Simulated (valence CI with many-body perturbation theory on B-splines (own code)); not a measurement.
**E1 line list for Ru XXXII**

Computed by configuration interaction combined with many-body perturbation theory (CI+MBPT): three valence electrons over a frozen Dirac-Fock core [Ne], a basis of 11 s, 11 p, 9 d, 7 f, 5 g, 2 h, 1 i functions for each j, with the one-electron correlation potential Σ1 (screened to all orders), the two-electron term Σ2, the three-electron term Σ3, Breit, model QED; selected single and double excitations, second order for the rest (own B-spline code, finite nucleus).

The last digits are not significant, and no measured levels were compared; by estimate large intervals hold to a few tenths of a per cent, small ones and those within an open d or f shell to about a per cent.

Lines 1 to 50 of 288 in falling wavelength, among levels below 27.390 Ry, chosen from the strongest by gf and those to the six lowest levels. Wavelengths and rates use the calculated energies. Electric multipoles are in the length gauge, E1 and E2 with the static RPA response of the core. Weak lines are less certain than strong ones. Lines between different terms over intervals too small for the method are left out, as are lines whose strength nearly cancels. The highest levels of a list are the least certain.

Levels are named by their leading jj configuration (3d3/2^4 stands for four electrons in 3d with j = 3/2), which in mixed levels can hold well under half, so a name can repeat and another be missing. Letters in brackets count levels of one name in rising energy.

| λ vac (Å) | Upper | Lower | A (s⁻¹) | S (a.u.) |
| --- | --- | --- | --- | --- |
| 303.0 | (3s 3p1/2^2) J=1/2 | (3s^2 3p3/2) J=3/2 | 5.55e+07 | 1.52e-03 |
| 209.6 | (3p1/2 3p3/2 3d5/2) J=7/2 [b] | (3s 3p3/2 3d5/2) J=5/2 [b] | 1.83e+09 | 6.64e-02 |
| 204.6 | (3p1/2 3p3/2 3d5/2) J=9/2 | (3s 3p3/2 3d5/2) J=7/2 [c] | 1.51e+09 | 6.40e-02 |
| 200.7 | (3s 3p1/2 3p3/2) J=3/2 [a] | (3s^2 3p3/2) J=3/2 | 2.87e+08 | 4.59e-03 |
| 178.9 | (3p1/2 3p3/2 3d5/2) J=7/2 [b] | (3s 3p3/2 3d5/2) J=7/2 [c] | 2.04e+09 | 4.62e-02 |
| 178.6 | (3s 3p1/2 3p3/2) J=5/2 | (3s^2 3p3/2) J=3/2 | 2.23e+09 | 3.76e-02 |
| 178.2 | (3p1/2 3p3/2 3d5/2) J=7/2 [b] | (3s 3p3/2 3d3/2) J=5/2 [b] | 1.96e+09 | 4.38e-02 |
| 176.7 | (3p1/2 3p3/2 3d5/2) J=9/2 | (3s 3p3/2 3d5/2) J=7/2 [b] | 4.74e+09 | 1.29e-01 |
| 176.2 | (3p1/2 3p3/2 3d5/2) J=3/2 [b] | (3s 3p3/2 3d5/2) J=3/2 [b] | 4.01e+09 | 4.33e-02 |
| 171.1 | (3s 3p1/2^2) J=1/2 | (3s^2 3p1/2) J=1/2 | 3.55e+09 | 1.76e-02 |
| 169.9 | (3p1/2^2 3d5/2) J=5/2 | (3s 3p1/2 3d5/2) J=5/2 [c] | 3.19e+09 | 4.64e-02 |
| 167.6 | (3p1/2 3p3/2 3d3/2) J=5/2 | (3s 3p3/2 3d3/2) J=5/2 [a] | 3.55e+09 | 4.94e-02 |
| 162.6 | (3p1/2 3p3/2^2) J=1/2 | (3s 3p3/2^2) J=1/2 | 1.08e+10 | 4.59e-02 |
| 160.5 | (3p1/2^2 3d3/2) J=3/2 | (3s 3p1/2 3d3/2) J=1/2 | 6.69e+09 | 5.46e-02 |
| 160.0 | (3p1/2^2 3d3/2) J=3/2 | (3s 3p1/2 3d3/2) J=3/2 [b] | 5.26e+09 | 4.26e-02 |
| 159.8 | (3p1/2^2 3p3/2) J=3/2 | (3s 3p1/2 3p3/2) J=3/2 [b] | 3.54e+09 | 2.85e-02 |
| 158.9 | (3p1/2 3p3/2 3d3/2) J=3/2 [a] | (3s 3p3/2 3d3/2) J=3/2 [b] | 6.58e+09 | 5.21e-02 |
| 157.8 | (3p1/2 3p3/2 3d3/2) J=7/2 | (3s 3p3/2 3d5/2) J=7/2 [a] | 4.42e+09 | 6.86e-02 |
| 157.2 | (3p1/2 3p3/2 3d5/2) J=3/2 [b] | (3s 3p3/2 3d5/2) J=1/2 | 6.03e+09 | 4.63e-02 |
| 156.9 | (3p1/2 3p3/2 3d3/2) J=7/2 | (3s 3p3/2 3d3/2) J=5/2 [a] | 2.90e+09 | 4.42e-02 |
| 156.2 | (3p1/2 3p3/2 3d5/2) J=5/2 [c] | (3s 3p3/2 3d5/2) J=7/2 [c] | 5.80e+09 | 6.55e-02 |
| 156.1 | (3p1/2 3p3/2 3d3/2) J=1/2 [a] | (3s 3p3/2 3d3/2) J=1/2 [a] | 1.07e+10 | 4.01e-02 |
| 155.3 | (3p1/2 3p3/2 3d5/2) J=3/2 [a] | (3s 3p3/2 3d5/2) J=5/2 [a] | 9.64e+09 | 7.12e-02 |
| 154.5 | (3p1/2 3p3/2 3d5/2) J=5/2 [a] | (3s 3p3/2 3d5/2) J=5/2 [a] | 4.58e+09 | 5.00e-02 |
| 152.1 | (3s 3p1/2 3p3/2) J=3/2 [b] | (3s^2 3p3/2) J=3/2 | 1.98e+09 | 1.38e-02 |
| 147.4 | (3p1/2 3p3/2^2) J=3/2 | (3s 3p3/2^2) J=5/2 | 8.50e+09 | 5.38e-02 |
| 146.2 | (3p1/2 3p3/2 3d5/2) J=5/2 [b] | (3s 3p3/2 3d5/2) J=5/2 [a] | 4.79e+09 | 4.43e-02 |
| 145.3 | (3p1/2 3p3/2 3d5/2) J=5/2 [a] | (3s 3p3/2 3d5/2) J=3/2 [a] | 5.50e+09 | 5.00e-02 |
| 143.5 | (3p1/2^2 3d5/2) J=5/2 | (3s 3p1/2 3d5/2) J=5/2 [b] | 9.67e+09 | 8.46e-02 |
| 141.5 | (3p1/2^2 3d5/2) J=5/2 | (3s 3p1/2 3d3/2) J=3/2 [b] | 8.62e+09 | 7.24e-02 |
| 141.1 | (3p1/2 3p3/2 3d5/2) J=9/2 | (3s 3p3/2 3d5/2) J=7/2 [a] | 4.24e+09 | 5.87e-02 |
| 140.9 | (3p3/2^2 3d5/2) J=9/2 | (3s 3p3/2 3d5/2) J=7/2 [c] | 7.56e+09 | 1.04e-01 |
| 140.7 | (3p1/2 3p3/2 3d5/2) J=7/2 [a] | (3s 3p3/2 3d5/2) J=9/2 | 1.77e+10 | 1.94e-01 |
| 140.1 | (3p3/2^2 3d3/2) J=7/2 | (3s 3p3/2 3d5/2) J=5/2 [b] | 5.90e+09 | 6.40e-02 |
| 139.4 | (3p1/2 3p3/2 3d5/2) J=5/2 [a] | (3s 3p3/2 3d5/2) J=7/2 [a] | 8.85e+09 | 7.10e-02 |
| 139.4 | (3p1/2 3p3/2 3d5/2) J=5/2 [c] | (3s 3p3/2 3d5/2) J=7/2 [b] | 5.63e+09 | 4.51e-02 |
| 139.0 | (3p1/2^2 3d5/2) J=5/2 | (3s 3p1/2 3d5/2) J=7/2 | 2.24e+10 | 1.78e-01 |
| 138.2 | (3p1/2^2 3p3/2) J=3/2 | (3s 3p1/2 3p3/2) J=5/2 | 2.11e+10 | 1.10e-01 |
| 137.9 | (3p1/2 3p3/2 3d5/2) J=5/2 [b] | (3s 3p3/2 3d5/2) J=3/2 [a] | 4.38e+09 | 3.40e-02 |
| 137.4 | (3s 3p1/2 3d3/2) J=3/2 [a] | (3s 3p1/2 3p3/2) J=3/2 [b] | 2.23e+09 | 1.14e-02 |
| 136.9 | (3s 3p1/2 3p3/2) J=1/2 | (3s^2 3p3/2) J=3/2 | 5.53e+09 | 1.40e-02 |
| 135.1 | (3p1/2^2 3d3/2) J=3/2 | (3s 3p1/2 3d3/2) J=5/2 | 2.15e+10 | 1.04e-01 |
| 134.4 | (3s 3p1/2 3d5/2) J=5/2 [b] | (3s 3p3/2^2) J=5/2 | 6.10e+09 | 4.39e-02 |
| 134.0 | (3p1/2 3p3/2 3d5/2) J=9/2 | (3s 3p3/2 3d5/2) J=9/2 | 1.84e+10 | 2.18e-01 |
| 133.2 | (3s 3p1/2 3d3/2) J=5/2 | (3s 3p1/2 3p3/2) J=3/2 [b] | 5.45e+07 | 3.81e-04 |
| 132.9 | (3s 3p1/2 3p3/2) J=3/2 [a] | (3s^2 3p1/2) J=1/2 | 8.68e+07 | 4.02e-04 |
| 132.6 | (3p1/2 3p3/2 3d5/2) J=5/2 [b] | (3s 3p3/2 3d5/2) J=7/2 [a] | 1.35e+10 | 9.33e-02 |
| 131.8 | (3p1/2 3p3/2 3d3/2) J=3/2 [b] | (3s 3p3/2 3d3/2) J=5/2 [a] | 1.59e+10 | 7.21e-02 |
| 131.2 | (3p1/2^2 3d5/2) J=5/2 | (3p1/2 3p3/2^2) J=3/2 | 5.27e+09 | 3.52e-02 |
| 130.9 | (3p1/2^2 3d3/2) J=3/2 | (3s 3p1/2 3d3/2) J=3/2 [a] | 1.22e+10 | 5.40e-02 |
